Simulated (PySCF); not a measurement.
Spinor energies of Rh(38+) (rhodium, charge +38)

Start: [He] 2s2 2p3; 2p1/2 filled at m_j = -1/2, +1/2; 2p3/2 filled at m_j = +3/2. Calculated with PySCF 2.14 in an uncontracted even-tempered set (17 s from 17 bohr⁻², ratio 2.4; 12 p from 23 bohr⁻², ratio 2.4; 5 d from 79 bohr⁻², ratio 2.6; 4 f from 120 bohr⁻², ratio 2.6): generalised Hartree-Fock with the X2C-1e Hamiltonian and a Gaussian nucleus; one run each with spin-orbit coupling (SO) switched off, then screened by Boettger's factors.

```
spinor shell  electrons  ε, spin-free (eV)  ε, screened SO (eV)  weight of nominal j (screened SO)  rms radius, screened SO (bohr)
       1s1/2          2           -26207.9             -26199.3                              1.000                          0.0373
       2s1/2          2            -5915.4              -5912.8                              1.000                           0.147
       2p1/2          2            -5676.7              -5754.9                              0.994                           0.126
       2p3/2          1            -5676.7              -5605.3                              1.000                           0.130
```

```json
{"quantity": "E (hartree)", "spin-free": "-3179.90424", "screened SO": "-3184.61603"}
{"quantity": "M_J", "spin-free": "3/2", "screened SO": "3/2"}
{"quantity": "⟨J²⟩", "spin-free": "3.750", "screened SO": "3.750"}
{"quantity": "⟨L²⟩", "spin-free": "0.000", "screened SO": "2.221"}
{"quantity": "⟨S²⟩", "spin-free": "3.750", "screened SO": "1.663"}
```

Each row is a mean over spinors that exchange with the open shell spreads, by up to 46.472 eV (2s1/2).

Breit and QED terms are absent; they matter most for the inner s and p1/2 levels.

Densities and radii are taken from the X2C orbitals without a picture-change correction, which distorts them close to the nucleus.

Without spin-orbit coupling the j labels of p, d and f shells carry no meaning; the spin-free column gives the mean over the occupied spinors of each nl shell.
